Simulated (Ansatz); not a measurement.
Stepwise reaction of `C[Si](C)(S)S` with hydrogen chloride, as a gas-phase model of exchange steps in deposition or etching. ΔE in kJ/mol; ΔG adds harmonic PBE0-D4 terms to CCSD(T)/CBS, at 1 bar.

Gas-phase electronic energies from Ansatz, PBE0-D4/def2-TZVP geometries. CBS: MP2 limit from def2 TZ/QZ plus the TZ coupled-cluster correction, frozen cores. This one scheme is used for every species. DFT in def2-TZVPP. B3LYP here is the variant with VWN-RPA as its local correlation; programs differ in this. One conformer a species, not always the lowest.

```
step                                        reaction  PBE-D4  B3LYP-D4  ωB97M-V  CCSD(T)/CBS  ΔG(600 K)
   1    `C[Si](C)(S)S` + HCl → `C[Si](C)(S)Cl` + H₂S   -39.7     -44.9    -46.6        -43.2      -46.2
   2  `C[Si](C)(S)Cl` + HCl → `C[Si](C)(Cl)Cl` + H₂S   -37.5     -42.8    -44.6        -41.9      -41.0
```

Q: By hand: ΔE of the 2 steps together at CCSD(T)/CBS.

A: (-43.2) + (-41.9) = -85.1 kJ/mol, or -42.5 kJ/mol a step.

In ΔE the steps differ by no more than 1.3 kJ/mol. All are downhill at CCSD(T)/CBS. ΔG lies between -46.2 and -41.0 kJ/mol a step. PBE-D4 differs from CCSD(T)/CBS by 3.5 to 4.4 kJ/mol a step. Only this route is followed, and other bonds may react first. Isolated molecules leave out the surface, adducts and barriers. Largest T1 diagnostic: 0.010.
